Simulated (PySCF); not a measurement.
# Computed properties of SiH₂FCl, SMILES F[SiH2]Cl

SiH2FCl, SMILES F[SiH2]Cl. Coordinates come from a B3LYP-D3(BJ)/def2-TZVP optimisation. One conformer was computed; it need not be the lowest. All values are computed for the isolated molecule unless a solvent is named; none is compared with measurement here.

**Structure.** The optimised structure has Cs symmetry. All 9 harmonic modes at B3LYP-D3(BJ)/def2-TZVP (PySCF) are real, so it is a minimum. With heavy atoms numbered as in [SiH2:1]([F:2])[Cl:3], the shortest bond between them is Si1–F2 at 1.595 Å and the longest Si1–Cl3 at 2.047 Å.

**Vibrations.** The strongest infrared lines (harmonic, unscaled, degenerate partners summed) lie at 925 cm⁻¹ (300 km/mol, H 66 %, Si 24 %, F 10 %), 976 cm⁻¹ (117 km/mol, H 91 %), 2295 cm⁻¹ (114 km/mol, H 95 %). The softest mode is at 246 cm⁻¹ and the zero-point energy is 13.6 kcal/mol.

**Electronic structure.** ωB97X/def2-TZVPD (PySCF) places the frontier levels at -11.75 and 1.69 eV, a gap of 13.44 eV, and gives a dipole moment of 1.44 D and a mean polarisability of 39.7 bohr³.

**Excitations.** TDA-ωB97X/def2-SVPD (PySCF) has S1 at 8.18 eV (151 nm, f = 0.012, weak); the most intense of the 10 singlets computed lies at 9.90 eV (f = 0.06). T1 (TDA) is at 7.78 eV, 0.40 eV under S1. No vertical singlet excitation falls in the visible range (under 3.1 eV).

**NMR.** GIAO shifts at KT2/pcSseg-2 (PySCF) (non-relativistic, atoms alike by connectivity averaged): ¹H at 5.9 ppm against TMS; ²⁹Si at -3.0 ppm against TMS; ¹⁹F at -202.4 ppm against CFCl3. Without spin–orbit terms, shifts of atoms bonded to Cl or Br come out too high.
